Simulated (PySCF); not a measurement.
Bond length, frequency and bond energy of KB⁻ by level of theory

State: doublet, unpaired electrons π ↑. Set-up: K def2-SVPD, B def2-SVPD; no relativity (PySCF 2.14). De refers to K⁻ + B in their high-spin ground configurations, without counterpoise correction. The functionals are run spin-unrestricted. A positive dipole points towards B; it is taken about the centre of mass and depends on that origin. Levels whose curve was spin-contaminated or gave no clean fit are not listed.

```
       Level  Re (Å)  ωe (cm⁻¹)  De (eV)  μ (D)
    ROHF-MP2   3.245        148      n/a    n/a
ROHF-SCS-MP2   3.284        137      n/a    n/a
   ROHF-CCSD   3.068        221     0.62    n/a
ROHF-CCSD(T)   3.085        214     0.72    n/a
```

Task: What does the triples do here, going from ROHF-CCSD to ROHF-CCSD(T)?

Result: ROHF-CCSD(T) less ROHF-CCSD: +1.7 pm in Re, -3.2 % in ωe, +0.10 eV in De. Correlation nearly always deepens the well. The bond lengthens, as in strong covalent bonds, where excitations into antibonding orbitals dominate.

Correlated steps freeze 6 core orbitals. Correlated levels converge slowly with the basis: in double zeta they bind strong bonds too weakly, by up to about 1 eV, and carry superposition errors of some tenths. For an ion De counts to the pair picked by the measured ionisation energies or electron affinities, which need not be the lowest pair at this level. The CCSD T1 diagnostic is raised, a sign that a single reference may not be enough here. The state was picked by a PBE0 search and need not be the measured ground state.
